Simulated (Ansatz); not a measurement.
[II2]- (I3⁻): single points at one geometry.

```yaml
crystal:
  periodic: [false, false, false]
  atoms:
    - {symbol: I, position_ang: [-0.000086, -0.000050, 0.000067]}
    - {symbol: I, position_ang: [-0.019007, -0.023914, 2.996920]}
    - {symbol: I, position_ang: [0.019093, 0.023964, -2.996987]}
basis:
  gaussian: {orbitals: def2-TZVPD, initial_orbitals: start.molden}
total_charge: -1
magnetization: {spin_polarized: true, initial_magnetization: 2}
hamiltonian: {xc: pbe, dispersion: d4}
scf: {omitted_lower_state_checks: [starts]}
output: {orbitals: {seedname: orbitals}}
```

The file start.molden holds the orbitals of an earlier run on this structure, at another level or in another basis.

```sh
$ ansatz run in.yaml --threads 4 --pin off --events-out ev --progress --plain --max-ram 3916MiB
```

Output, abridged:

```
Functional definition: PBE
1242 factors; their error is unknown
mean field evaluation 1: about -24304.8658 eV, gradient 4.9e0 eV
mean field evaluation 2: about -24304.9408 eV, gradient 1.3e-1 eV
mean field evaluation 4: about -24304.9195 eV, gradient 2.5e-3 eV
mean field evaluation 8: about -24304.9195 eV, gradient 5.0e-5 eV
mean field -24304.91953360 eV, -893.1893183936 hartree, gradient 4.8e-6 eV, S^2 2.002296; 0 other end points of the search recorded, 0 dependent functions left out
reference -24304.91959514 eV, -893.1893206551 hartree; 39, 37 occupied and 138, 140 virtual orbitals, 1242 factors
Total energy: -24305.04490109 eV, -893.1939255639 hartree
Checks for a lower state left out: starts
```

Hardware: 4 threads of Intel Xeon on a shared host. Wall time 18 s.

The first input with `gaussian: {orbitals: def2-TZVPD}`, `hamiltonian: {xc: pbe0, dispersion: d4}` (abridged; 65 s):

```
Functional definition: PBE0
mean field evaluation 16: about -24306.6545 eV, gradient 1.0e-3 eV
mean field -24306.65451739 eV, -893.2530778721 hartree, gradient 1.8e-6 eV, S^2 2.007180
Total energy: -24306.76303344 eV, -893.2570657632 hartree
Checks for a lower state left out: starts
```

As the first input, with `hamiltonian: {xc: r2scan, dispersion: d4}` (abridged; 41 s):

```
Functional definition: r2SCAN
mean field -24315.23141340 eV, -893.5682729866 hartree, gradient 9.2e-6 eV, S^2 2.007032
Total energy: -24315.25635014 eV, -893.5691893950 hartree
Checks for a lower state left out: starts
```

Geometry: PBE-D4/def2-SVPD, that of the charge -1 singlet.

In the def2 sets I takes a core potential; there is no spin–orbit coupling. At PBE-D4/def2-TZVPD the highest occupied level of the charge -1 triplet lies above zero (up to 0.06 eV). By energy differences its removal costs 2.50 eV (vertical, to the charge 0 doublet, at PBE0-D4/def2-TZVPD). At PBE-D4/def2-TZVPD an occupied level of the charge -1 triplet lies above an empty one (by up to 0.02 eV), so this SCF solution is probably not the lowest. At PBE-D4/def2-TZVPD, r2SCAN-D4/def2-TZVPD the gap within one spin of the charge -1 triplet nearly closes, so an electron or hole may be smeared out by delocalisation error. At PBE0-D4/def2-TZVPD a singlet of charge -1 lies 2.02 eV below the triplet at the same geometry.
